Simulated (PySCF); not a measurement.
All values below come from PySCF with B3LYP-D3(BJ)/def2-TZVP. Isolated molecules, 0 K electronic values unless said otherwise. B3LYP has the VWN-RPA correlation part, as in Gaussian. Excitations are Tamm–Dancoff values on a coarser integration grid. The basis has no diffuse functions, so Rydberg states are missing or too high.

Reference species (SMILES): `[NH2][Al]([NH2])[NH2]` (neutral, multiplicity 1).

The T1 excitation (TDA) is 5.09 eV, the HOMO–LUMO gap is 6.45 eV and the HOMO comes out as -6.47 eV. The S1 oscillator strength is 0.005.

Changed species: `[NH2][Al]([NH2])[SiH3]` (1 of 3 NH2 replaced by SiH3; the reference has 0 of 3 NH2 replaced by SiH3).

Give the shifts of the T1 excitation (TDA), HOMO–LUMO gap, HOMO and S1 oscillator strength.

the T1 excitation (TDA) falls by 0.21 eV, to 4.88 eV; the HOMO–LUMO gap falls by 0.20 eV, to 6.25 eV; the HOMO falls by 0.28 eV, to -6.75 eV; the S1 oscillator strength stays essentially unchanged.
